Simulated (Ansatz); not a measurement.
Ansatz (an electronic-structure program) input (CCSD(T,full)/cc-pwCVTZ):
A basis named .json is the Basis Set Exchange file of that set.

Ansatz 0.2 input:
```yaml
crystal:
  periodic: [false, false, false]
  atoms:
    - {symbol: C, position_ang: [-1.67357070, -0.97084829, 0.45329201]}
    - {symbol: C, position_ang: [-1.79093813, 0.52435135, 0.40956587]}
    - {symbol: C, position_ang: [-0.59534498, 1.10576306, 0.09115353]}
    - {symbol: C, position_ang: [0.39670578, 0.12882511, -0.10255537]}
    - {symbol: C, position_ang: [-0.18831254, -1.24855369, 0.10604027]}
    - {symbol: C, position_ang: [1.73028032, 0.36702457, -0.43789477]}
    - {symbol: N, position_ang: [2.84318715, 0.54050552, -0.71652297]}
    - {symbol: H, position_ang: [-2.35535046, -1.44563253, -0.25852550]}
    - {symbol: H, position_ang: [-1.94335982, -1.36367643, 1.43809035]}
    - {symbol: H, position_ang: [-2.70892873, 1.05852060, 0.60667891]}
    - {symbol: H, position_ang: [-0.41931400, 2.16762561, -0.00288616]}
    - {symbol: H, position_ang: [0.33217853, -1.77883239, 0.90697659]}
    - {symbol: H, position_ang: [-0.08045402, -1.86091618, -0.79228271]}
basis:
  gaussian:
    orbitals: cc-pwCVTZ.json
magnetization: {spin_polarized: true, initial_magnetization: 1}
correlation: {method: ccsd_t, frozen_orbitals: {C: 0, H: 0, N: 0}}
```

Output:

```
Functional definition: HF
integrals: 9.33 GiB planned
2257 factors; integrals over basis functions are off by at most 1.1e-3 eV
2.64 GiB of device memory are held for the factors and their scratch space
mean field: 2.70 GiB planned
mean field evaluation 1: about -7755.6918 eV, gradient 2.9e1 eV
mean field evaluation 2: about -7755.6979 eV, gradient 2.9e1 eV
mean field evaluation 4: about -7760.6165 eV, gradient 6.2e0 eV
mean field evaluation 8: about -7761.1073 eV, gradient 6.1e-1 eV
mean field evaluation 16: about -7761.1417 eV, gradient 1.6e-4 eV
mean field evaluation 32: about -7752.1624 eV, gradient 9.8e0 eV
mean field -7761.14169187 eV, -285.2166964855 hartree, gradient 2.5e-6 eV, S^2 1.083834; 2 other end points of the search recorded, 0 dependent functions left out
reference -7761.14169187 eV, -285.2166964855 hartree; 25, 24 occupied and 360, 361 virtual orbitals, 2257 factors
second order -38.90063927 eV of doubles, -0.00000000 eV of singles
coupled cluster: 46.14 GiB planned
cycle   1  -39.35317933 eV  change   -4.5e-1 eV  update   1.5e-1
cycle   2  -40.37828912 eV  change    -1.0e0 eV  update   5.4e-2
cycle   3  -40.69589846 eV  change   -3.2e-1 eV  update   4.0e-2
cycle   4  -40.70714738 eV  change   -1.1e-2 eV  update   1.8e-2
cycle   5  -40.71349017 eV  change   -6.3e-3 eV  update   8.3e-3
cycle   6  -40.71837290 eV  change   -4.9e-3 eV  update   2.7e-3
cycle   7  -40.71833887 eV  change    3.4e-5 eV  update   1.1e-3
cycle   8  -40.71822381 eV  change    1.2e-4 eV  update   5.2e-4
cycle   9  -40.71836897 eV  change   -1.5e-4 eV  update   2.3e-4
cycle  10  -40.71825165 eV  change    1.2e-4 eV  update   1.1e-4
cycle  11  -40.71838692 eV  change   -1.4e-4 eV  update   5.4e-5
cycle  12  -40.71839104 eV  change   -4.1e-6 eV  update   2.6e-5
coupled cluster: 46.14 GiB planned
perturbative correction -1.68045688 eV, -0.0617556512 hartree
Total energy: -7803.54053979 eV, -286.7748254075 hartree
```

It need not be the lowest isomer of its formula.

The determinant is spin-contaminated: <S^2> is 1.08 against 0.75 for a pure state.
